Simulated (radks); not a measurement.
Q: La XVI, configuration [Kr] 4d6. Calculated with a radial shooting solver on a logarithmic mesh with Libxc functionals: scalar-relativistic Kohn-Sham, PBE, spin-unpolarised, spherical densities, point nucleus. Some entries of the table are withheld. Estimate them.

orbital  occ.  eigenvalue (eV)  <r> (bohr)
1s          2        -39073.83     0.02507
2s          2        -6488.067         (1)
2p          6        -5848.419     0.09421
3s          2        -1628.612      0.2844
3p          6        -1424.302      0.2822
3d         10        -1132.107      0.2585
4s          2        -553.0773      0.6324
4p          6        -483.8582      0.6607
4d          6              (2)      0.6995

A: 
(1) 2s <r> (bohr): 0.1074
(2) 4d eigenvalue (eV): -383.0700
